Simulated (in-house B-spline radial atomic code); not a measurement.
The numbers below are computed, except where a source is named.
## Al in an electron gas of r_s = 4: phase shifts, screening and friction

A nucleus sits in a uniform electron gas with a rigid positive background. The Kohn-Sham equations are solved self-consistently in the spin-unpolarised LDA (PW92), non-relativistic, on B-splines with outgoing waves at the boundary and partial waves to l = 8. The model has no lattice, no bands and no magnetic solution. Atomic units; δ_l are the phase shifts at the Fermi level, counted so that each bound state adds π, and good to about 0.0005.

The density parameter is r_s = 4 bohr.

```csv
l,δ_l (rad)
0,7.6503
1,4.2694
2,-0.0051
3,-0.0022
4,0.0005
5,0.0000
6,0.0001
7,0.0000
8,0.0001
```

Bound levels below the band bottom (hartree): s -54.87, s -3.662, p -2.291, s -0.0647.

Question: Check the Friedel sum rule, and say where the screening charge sits.

Answer: k_F = (9π/4)^(1/3)/r_s = 0.47979. The rule is Z = (2/π) Σ (2l + 1) δ_l. The terms are s 4.870, p 8.154, d -0.016, f -0.010 and 0.005 beyond, in all 13.003 against Z = 13. Bound states hold 6 s, 6 p, 0 d electrons, so the scattering states carry 1.00 in all; where a term is smaller than its bound count, the bound level has drawn weight out of the band.

Question: Find the transport cross section and the electronic stopping of a 1 keV Al ion (mass 26.98 u).

Answer: σ_tr = (4π/k_F²) Σ (l + 1) sin²(δ_l − δ_(l+1)). The terms for l = 0 to 3 are 0.0562, 1.6404, 0.0000, 0.0000, all together 1.6966, so σ_tr = 54.589 × 1.6966 = 92.618 bohr². With n = 3/(4π r_s³) = 0.00373, the friction coefficient is Q = n k_F σ_tr = 0.1658. For v well below v_F = 0.480, dE/dx = Q v; with 24801 eV per u at v = 1, v = √(1000/(24801 × 26.98)) = 0.0387, so dE/dx = 0.00641 hartree/bohr = 3.3 eV/nm. The largest term couples the p and d waves.
